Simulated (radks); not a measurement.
The numbers below are computed, except where a source is named.
Ionisation of the europium ion Eu5+, [Kr] 4d10 4f5 5s2 5p5, to Eu6+, [Kr] 4d10 4f5 5s2 5p4, under several functionals. Scalar-relativistic Kohn-Sham, spin-unpolarised, spherical densities, point nucleus; a radial shooting solver on a logarithmic mesh with Libxc functionals.

HCTH/407: E(Eu5+) (hartree) -10844.6820; Exc (hartree) -246.2552; IE (eV) 88.368; -e(HOMO) (eV) 70.255; <r> HOMO (bohr) 0.8014; IE error (eV) -0.632
Wu-Cohen GGA: E(Eu5+) (hartree) -10837.3275; Exc (hartree) -238.6211; IE (eV) 87.871; -e(HOMO) (eV) 68.953; <r> HOMO (bohr) 0.8086; IE error (eV) -1.129
AM05: E(Eu5+) (hartree) -10831.1720; Exc (hartree) -232.4521; IE (eV) 87.855; -e(HOMO) (eV) 69.008; <r> HOMO (bohr) 0.8082; IE error (eV) -1.145
LDA (Slater exchange, Perdew-Wang correlation): E(Eu5+) (hartree) -10830.8416; Exc (hartree) -232.1151; IE (eV) 88.077; -e(HOMO) (eV) 69.249; <r> HOMO (bohr) 0.8081; IE error (eV) -0.923
PW91: E(Eu5+) (hartree) -10839.5369; Exc (hartree) -240.8420; IE (eV) 87.879; -e(HOMO) (eV) 68.991; <r> HOMO (bohr) 0.8085; IE error (eV) -1.121
XLYP: E(Eu5+) (hartree) -10839.8385; Exc (hartree) -241.1285; IE (eV) 87.621; -e(HOMO) (eV) 68.690; <r> HOMO (bohr) 0.8090; IE error (eV) -1.379
exchange-only B88: E(Eu5+) (hartree) -10835.9839; Exc (hartree) -237.2511; IE (eV) 86.491; -e(HOMO) (eV) 67.392; <r> HOMO (bohr) 0.8101; IE error (eV) -2.509
BP86: E(Eu5+) (hartree) -10839.8243; Exc (hartree) -241.1283; IE (eV) 87.921; -e(HOMO) (eV) 68.996; <r> HOMO (bohr) 0.8086; IE error (eV) -1.079
LDA (Slater exchange, Perdew-Zunger correlation): E(Eu5+) (hartree) -10830.8437; Exc (hartree) -232.1175; IE (eV) 88.070; -e(HOMO) (eV) 69.243; <r> HOMO (bohr) 0.8081; IE error (eV) -0.930

NIST Atomic Spectra Database: 89 eV (theoretical). Closest: HCTH/407. The Delta-SCF values span 1.88 eV, the total energies 13.84 hartree. The highest occupied level is 4f. Spin polarisation and multiplet splitting are left out, so open shells lie too high by an amount that depends on their filling. Spin-orbit splitting is averaged out at the scalar-relativistic level.

Beside tabulated values, note that spin-unpolarised runs miss the spin-polarisation part of the exchange energy of open shells.
